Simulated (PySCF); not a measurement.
LiZn: one state, many levels of theory

State: ²Σ⁺ (doublet), unpaired electrons σ ↑. Set-up: basis Li aug-pcseg-1, Zn aug-pcseg-1; no relativity; PySCF 2.14. De refers to Li + Zn in their ground configurations, without counterpoise correction. The functionals are run spin-unrestricted. A positive dipole means Li(−)Zn(+). Levels whose curve was spin-contaminated or gave no clean fit are not listed.

```tsv
Level	Re (Å)	ωe (cm⁻¹)	De (eV)	μ (D)
ROHF-MP2	3.101	112	0.098	n/a
ROHF-SCS-MP2	3.174	98.3	0.072	n/a
LDA	2.785	200	0.339	-0.95
PBE	2.893	179	0.230	-0.60
PBEsol	2.854	188	0.275	-0.76
r²SCAN	2.880	187	0.280	-1.34
TPSSh	2.882	185	0.240	-0.78
PBE0	2.929	171	0.197	-0.68
```

Question: What does a quarter of exact exchange do here, going from PBE to PBE0?

Answer: PBE0 less PBE: +3.6 pm in Re, -4.5 % in ωe, -0.03 eV in De. Exact exchange removes part of the self-interaction that spreads semilocal densities, and in most molecules shortens and stiffens the bond and lowers De; here Re and ωe go the other way.

Question: What does the gradient correction do here, going from LDA to PBE?

Answer: PBE less LDA: +10.8 pm in Re, -10.5 % in ωe, -0.11 eV in De. The gradient correction favours the more uneven density of free atoms, so it tends to lengthen bonds and takes away much of the overbinding of LDA; so it does here.

Correlated steps freeze 5 core orbitals. The bond is weak. Basis-set superposition, not corrected here, can be much of De in a small basis, most of all at correlated wavefunction levels. Functionals without a dispersion term scatter widely for such bonds, and LDA overbinds them. The state is the lowest determinant that a PBE0 search found; another state may lie lower at other levels.
